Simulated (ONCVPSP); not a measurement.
Reading a pseudo-wave (Ir (Z = 77))

Columns: radius, all-electron u(r) and pseudo u(r) of the 5s shell (level -98.50 eV) of iridium in the configuration [Kr] 4d10 4f14 5s2 5p6 5d7 6s1.75 6p0.25; PBE, scalar-relativistic, ONCV scheme, ONCVPSP 4.0.1.

```csv
r (bohr),all-electron,pseudo
0.078,-0.0586,0.0259
0.155,0.4351,0.0684
0.232,-0.1643,0.1408
0.310,-0.6320,0.2502
0.388,-0.5765,0.3930
0.465,-0.2010,0.5564
0.542,0.2571,0.7261
0.620,0.6633,0.8864
0.698,0.9555,1.0182
0.775,1.1281,1.1088
0.852,1.2034,1.1546
0.930,1.2039,1.1552
1.008,1.1524,1.1160
1.085,1.0696,1.0469
1.162,0.9699,0.9580
1.240,0.8626,0.8573
1.318,0.7563,0.7543
1.395,0.6568,0.6561
1.472,0.5652,0.5649
1.550,0.4818,0.4816
1.628,0.4083,0.4081
1.705,0.3449,0.3447
1.782,0.2901,0.2900
1.860,0.2426,0.2425
1.938,0.2023,0.2022
2.015,0.1686,0.1685
```

Task: How many radial nodes do the two functions have?

Result: The all-electron 5s function has n − l − 1 = 4 (the table is too coarse to show those close to the nucleus); the pseudo-wave has 0, since the states of the same l below it are removed with the core.

Task: At about which radius was the pseudo-wave matched?

Result: 1.55 bohr. The columns agree to 0.0005 from 1.47 bohr on; several derivatives are matched, so the curves merge somewhat inside the radius.

Task: Where does each function peak?

Result: Outermost all-electron maximum near 0.93 bohr, pseudo maximum near 0.93 bohr (to the table’s step).

Task: Is the pseudo-wave norm-conserving?

Result: Yes: the ONCV scheme keeps the norm inside the radius equal to the all-electron one, which fixes the energy derivative of the logarithmic derivative at the level.
